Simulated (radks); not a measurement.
Spherical quantum dot in the effective-mass picture: electrons in a hard-walled sphere of radius 1.78, with a point charge +1 (a donor) at the centre, all in effective atomic units (hartree* = m*/eps^2 hartree, bohr* = eps/m* bohr), one dielectric constant everywhere. Calculated with a radial shooting solver with Libxc functionals: non-relativistic Kohn-Sham, LDA (Slater exchange, Perdew-Wang correlation), spin-polarised, spherical densities. Levels are named by radial order and angular momentum (1s, 1p, 1d, 2s, ...), and open shells are averaged over m.

N = 3, configuration 1s2 1p(up 1, down 0). This is the lowest configuration that the search found. Occupied and some empty levels:

level    occupation  eigenvalue (hartree*)  <r> (bohr*)
1s up             1                 2.3487       0.8413
1s down           1                 2.4486       0.8369
1p up             1                 4.1534        1.050
1p down           0                 4.2699        1.050
1d up             0                 6.2202        1.154
1d down           0                 6.3382        1.154
2s up             0                 6.6453       0.8799
2s down           0                 6.7233       0.8824
1f up             0                 8.6783        1.223
1f down           0                 8.7940        1.224

Energy (hartree*): total 5.05832, kinetic 6.4146, external -4.1014, Hartree 4.4125, exchange-correlation -1.6673.
